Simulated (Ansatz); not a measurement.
Geometry optimisation, RKS LDA/def2-SVP (Ansatz).

Input:

```yaml
crystal:
  periodic: [false, false, false]
  atoms:
    - { symbol: "N", position_ang: [-0.7964, 1.1434, 1.5407] }
    - { symbol: C, position_ang: [-0.6691, 0.2274, 0.5683] }
    - { symbol: C, position_ang: [0.4595, -0.0828, -0.0356] }
    - { symbol: C, position_ang: [0.7106, -1.1459, -1.0511] }
    - { symbol: Br, position_ang: [1.2471, -0.3446, -2.7199] }
    - { symbol: H, position_ang: [0.03476, 1.34651, 2.10443] }
    - { symbol: H, position_ang: [-1.56067, 0.8894, 2.22813] }
    - { symbol: H, position_ang: [-1.5482, -0.2746, 0.3063] }
    - { symbol: H, position_ang: [1.4036, 0.4568, 0.3093] }
    - { symbol: H, position_ang: [-0.2999, -1.6677, -1.251] }
    - { symbol: H, position_ang: [1.3821, -1.8882, -0.7311] }
basis:
  gaussian: { orbitals: def2-SVP }
hamiltonian:
  xc: lda
relax:
  f_tol: 0.015
  max_steps: 40
```

Run as:

```bash
$ ansatz run input.yaml --threads 2 --pin off --max-ram 3072MiB --backend cpu --events-out ev --progress --plain --runs-dir out
```

Problem. Where does it end, and by what steps?

Solution. It converged. After 9 steps the energy has fallen by 0.485 eV; H7 moved furthest, 0.34 Å.

| step | energy less start (eV) | largest force component (eV/Å) | accepted |
| --- | --- | --- | --- |
| 0 | 0.0000 | 3.913 | yes |
| 1 | -0.3760 | 1.092 | yes |
| 2 | -0.4406 | 0.545 | yes |
| 3 | -0.4500 | 0.463 | yes |
| 4 | -0.4730 | 0.393 | yes |
| 5 | -0.4831 | 0.149 | yes |
| 6 | -0.4845 | 0.020 | yes |
| 7 | -0.4846 | 0.142 | yes |
| 8 | -0.4849 | 0.015 | yes |
| 9 | -0.4850 | 0.009 | yes |

```xyz
11
Properties=species:S:1:pos:R:3
N -0.809 1.045 1.635
C -0.602 0.155 0.636
C 0.585 -0.200 0.088
C 0.671 -1.136 -1.023
Br 1.027 -0.250 -2.788
H -0.017 1.493 2.098
H -1.723 1.139 2.073
H -1.526 -0.309 0.236
H 1.520 0.268 0.451
H -0.275 -1.692 -1.186
H 1.512 -1.853 -0.951
```

Whether the end is a true minimum wasn't checked by a vibrational analysis.

Run time: 16 s on 2 threads of Arm Neoverse V1, with other jobs on the host, peak memory 0.15 GiB.
